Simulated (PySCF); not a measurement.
# Orbital energies, ionisation energy and electron affinity

GeBr2.
Structure used (PBE0-D3(BJ)/def2-SVP), in Å, numbered top down from 1:
```xyz
3
GeBr2 angstrom
Ge     0.0055   -0.0069   -1.0037
Br     1.7916   -0.0176    0.5113
Br    -1.7971    0.0245    0.4924
```

Level: B3LYP/def2-SVPD (PySCF). Frontier orbitals with their largest atomic shares (Löwdin; up to four atoms above 4 %):

| orbital | ε (eV) | main atoms |
| --- | --- | --- |
| HOMO−3 | -9.11 | Br2 42 %, Br3 42 %, Ge1 17 % |
| HOMO−2 | -8.41 | Br3 47 %, Br2 46 %, Ge1 7 % |
| HOMO−1 | -8.02 | Br3 49 %, Br2 49 % |
| HOMO | -7.70 | ? |
| LUMO | -3.48 | Ge1 69 %, Br2 15 %, Br3 15 % |
| LUMO+1 | -1.19 | Ge1 50 %, Br3 25 %, Br2 25 % |
| LUMO+2 | -0.97 | Ge1 55 %, Br2 23 %, Br3 22 % |

Q: What vertical ionisation energy does ΔSCF give, and how far is −ε(HOMO) from it?

A: ΔSCF: 9.91 eV (956 kJ/mol; threshold wavelength 125 nm); ⟨S²⟩ of the doublet left behind is 0.757, against 0.75 for a pure doublet. −ε(HOMO) is 7.70 eV, 2.21 eV below it. For the exact functional −ε(HOMO) would equal the first vertical ionisation energy; B3LYP (global hybrid, 20 % exact exchange) falls short of its own ΔSCF value by 22 %. Holes in the HOMO−1 and HOMO−2 were tried too where these lie within 1.2 eV of the HOMO; the lowest converged state counts.

Q: On which atoms does the HOMO lie?

A: Ge1 (germanium bonded to 2 Br) 37 %, Br3 (bromine bonded to Ge) 31 %, Br2 (bromine bonded to Ge) 31 %, so no atom holds as much as 40 %. The HOMO−1 lies 0.32 eV lower.

Q: And the vertical electron affinity, the fundamental gap, Mulliken's electronegativity and the hardness (with the factor ½)?

A: EA = 1.43 eV by ΔSCF (−ε(LUMO) = 3.48 eV). IE − EA = 8.48 eV against an orbital gap of 4.22 eV; (IE + EA)/2 = 5.67 eV; (IE − EA)/2 = 4.24 eV. Parr's electrophilicity index (IE + EA)²/[8(IE − EA)] is 1.90 eV.

Q: What kinetic energy would electrons from this vertical process carry with Lyman-α light (10.199 eV)?

A: 10.20 − 9.91 = 0.29 eV.

Q: With α = 79.5 au, estimate the like-pair dispersion coefficient by London's formula C6 = (3/4)α²I.

A: I = 0.3643 Eh, so C6 ≈ 1730 au, a rough estimate.

Q: The lowest singlet excitation (vertical TDDFT, same level) lies at 3.35 eV. How far is it below IE − EA?

A: IE − EA = 8.48 eV, so by 5.13 eV.

Q: How many of the 15 lowest singlet excitations (vertical TDDFT, same level) lie below the ionisation energy?

A: All 15; they run from 3.35 to 7.14 eV.

Geometry: PBE0-D3(BJ)/def2-SVP; no solvent, vibrations or thermal averaging. The calculation is non-relativistic, for germanium and bromine too.
